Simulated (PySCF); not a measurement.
# Basis-set dependence of population analyses: `CO[Si@H](O)C#N`

Species: C2H5NO2Si.
Atom-mapped SMILES: `[CH3:1][O:2][Si@H:3]([OH:4])[C:5]#[N:6]` (hydrogens: H7, H8, H9 on C1; H10 on Si3; H11 on O4)

PBE0 throughout (PySCF), one geometry, spherical d and f functions. One conformer (not necessarily the lowest) at the PBE0-D3(BJ)/def2-SVP geometry, without solvent, vibrations or thermal averaging. Atoms taken as equivalent share a column and are averaged. The first 7 of 9 kinds of atom are listed.

Mulliken charges (e):

| basis | functions | C1 | O2 | Si3 | O4 | C5 | N6 | H7/H8/H9 |
| --- | --- | --- | --- | --- | --- | --- | --- | --- |
| STO-3G | 39 | -0.132 | -0.384 | +0.961 | -0.434 | -0.163 | -0.204 | +0.083 |
| 6-31G | 68 | -0.217 | -0.729 | +1.261 | -0.775 | -0.143 | -0.274 | +0.183 |
| pcSseg-0 | 68 | -0.307 | -0.869 | +1.671 | -0.825 | -0.312 | -0.383 | +0.233 |
| 6-31G* | 98 | -0.274 | -0.556 | +0.898 | -0.707 | -0.038 | -0.263 | +0.185 |
| cc-pVDZ | 113 | +0.070 | -0.413 | +0.684 | -0.324 | -0.194 | -0.110 | +0.055 |
| def2-SVP | 113 | +0.119 | -0.498 | +0.834 | -0.382 | -0.301 | -0.062 | +0.053 |
| aug-cc-pVDZ | 187 | +0.857 | -0.916 | +1.258 | -0.715 | +0.010 | -0.356 | -0.190 |
| 6-311+G(2d,p) | 200 | -0.300 | -0.662 | +1.421 | -0.680 | -0.263 | -0.230 | +0.158 |
| def2-TZVP | 222 | -0.224 | -0.314 | +0.608 | -0.505 | -0.266 | -0.028 | +0.134 |
| cc-pVTZ | 254 | -0.102 | -0.291 | +0.549 | -0.328 | -0.232 | -0.053 | +0.092 |
| IGLO-III | 269 | -0.270 | -0.447 | +1.205 | -0.611 | -0.095 | -0.306 | +0.132 |

IAO charges (e):

```tsv
basis	functions	C1	O2	Si3	O4	C5	N6	H7/H8/H9
STO-3G	39	-0.257	-0.464	+1.134	-0.573	-0.217	-0.152	+0.128
6-31G	68	-0.233	-0.602	+1.188	-0.728	-0.196	-0.166	+0.153
pcSseg-0	68	-0.215	-0.603	+1.225	-0.718	-0.204	-0.171	+0.146
6-31G*	98	-0.196	-0.634	+1.318	-0.758	-0.208	-0.184	+0.142
cc-pVDZ	113	-0.194	-0.628	+1.302	-0.755	-0.208	-0.179	+0.141
def2-SVP	113	-0.186	-0.627	+1.314	-0.754	-0.210	-0.177	+0.138
aug-cc-pVDZ	187	-0.203	-0.638	+1.315	-0.775	-0.197	-0.192	+0.146
6-311+G(2d,p)	200	-0.206	-0.648	+1.349	-0.784	-0.204	-0.192	+0.148
def2-TZVP	222	-0.202	-0.650	+1.363	-0.786	-0.208	-0.191	+0.146
cc-pVTZ	254	-0.204	-0.646	+1.349	-0.782	-0.207	-0.188	+0.146
IGLO-III	269	-0.205	-0.650	+1.359	-0.788	-0.206	-0.193	+0.147
```

Hirshfeld charges (e):

```json
{"basis": "STO-3G", "functions": "39", "C1": "+0.043", "O2": "-0.244", "Si3": "+0.614", "O4": "-0.252", "C5": "-0.099", "N6": "-0.180", "H7/H8/H9": "+0.015"}
{"basis": "6-31G", "functions": "68", "C1": "-0.007", "O2": "-0.266", "Si3": "+0.527", "O4": "-0.310", "C5": "-0.059", "N6": "-0.172", "H7/H8/H9": "+0.047"}
{"basis": "pcSseg-0", "functions": "68", "C1": "-0.018", "O2": "-0.246", "Si3": "+0.542", "O4": "-0.309", "C5": "-0.056", "N6": "-0.175", "H7/H8/H9": "+0.043"}
{"basis": "6-31G*", "functions": "98", "C1": "-0.008", "O2": "-0.233", "Si3": "+0.480", "O4": "-0.287", "C5": "-0.041", "N6": "-0.190", "H7/H8/H9": "+0.046"}
{"basis": "cc-pVDZ", "functions": "113", "C1": "-0.026", "O2": "-0.214", "Si3": "+0.492", "O4": "-0.279", "C5": "-0.050", "N6": "-0.182", "H7/H8/H9": "+0.044"}
{"basis": "def2-SVP", "functions": "113", "C1": "-0.027", "O2": "-0.218", "Si3": "+0.496", "O4": "-0.284", "C5": "-0.042", "N6": "-0.188", "H7/H8/H9": "+0.045"}
{"basis": "aug-cc-pVDZ", "functions": "187", "C1": "-0.035", "O2": "-0.234", "Si3": "+0.523", "O4": "-0.294", "C5": "-0.043", "N6": "-0.195", "H7/H8/H9": "+0.049"}
{"basis": "6-311+G(2d,p)", "functions": "200", "C1": "-0.027", "O2": "-0.236", "Si3": "+0.518", "O4": "-0.293", "C5": "-0.042", "N6": "-0.197", "H7/H8/H9": "+0.049"}
{"basis": "def2-TZVP", "functions": "222", "C1": "-0.031", "O2": "-0.228", "Si3": "+0.507", "O4": "-0.291", "C5": "-0.040", "N6": "-0.195", "H7/H8/H9": "+0.048"}
{"basis": "cc-pVTZ", "functions": "254", "C1": "-0.033", "O2": "-0.224", "Si3": "+0.507", "O4": "-0.289", "C5": "-0.040", "N6": "-0.193", "H7/H8/H9": "+0.048"}
{"basis": "IGLO-III", "functions": "269", "C1": "-0.036", "O2": "-0.227", "Si3": "+0.510", "O4": "-0.290", "C5": "-0.038", "N6": "-0.200", "H7/H8/H9": "+0.049"}
```

Some averages cover members that differ in this geometry, most widely: H7/H8/H9, Mulliken in aug-cc-pVDZ -0.270 to -0.139; H7/H8/H9, IAO in 6-31G +0.143 to +0.172; H7/H8/H9, IAO in pcSseg-0 +0.137 to +0.164 e.

Problem. Which scheme is steadiest as the basis changes?

Solution. Largest range over the bases for any column: Hirshfeld 0.13 e, IAO 0.23 e, Mulliken 1.16 e. Hirshfeld charges move least and Mulliken charges most, counted in e. Without the minimal STO-3G basis the ranges are Hirshfeld 0.06, IAO 0.17, Mulliken 1.16 e.

Problem. How much do the charges still move between the two largest bases, cc-pVTZ and IGLO-III?

Solution. At most, over all atoms: Mulliken 0.655 e, IAO 0.010 e, Hirshfeld 0.007 e.

Problem. What do the same runs give for the total energy, the frontier levels and the dipole moment?

Solution. 
| basis | energy (Eh) | HOMO (eV) | LUMO (eV) | μ (D) |
| --- | --- | --- | --- | --- |
| STO-3G | -566.3978 | -4.81 | 4.00 | 2.46 |
| 6-31G | -573.3543 | -8.68 | -0.63 | 2.24 |
| pcSseg-0 | -572.5182 | -8.73 | -0.70 | 2.47 |
| 6-31G* | -573.5078 | -8.71 | -0.42 | 2.57 |
| cc-pVDZ | -573.5400 | -8.68 | -0.44 | 2.56 |
| def2-SVP | -573.2283 | -8.78 | -0.50 | 2.56 |
| aug-cc-pVDZ | -573.5682 | -8.89 | -0.92 | 2.71 |
| 6-311+G(2d,p) | -573.6428 | -8.96 | -0.96 | 2.73 |
| def2-TZVP | -573.6751 | -8.93 | -0.82 | 2.73 |
| cc-pVTZ | -573.6621 | -8.87 | -0.72 | 2.71 |
| IGLO-III | -573.6791 | -8.94 | -0.87 | 2.76 |

The dipole is fixed by the density alone, so its range of 0.52 D shows that the density itself changes with the basis, not only its division among atoms.
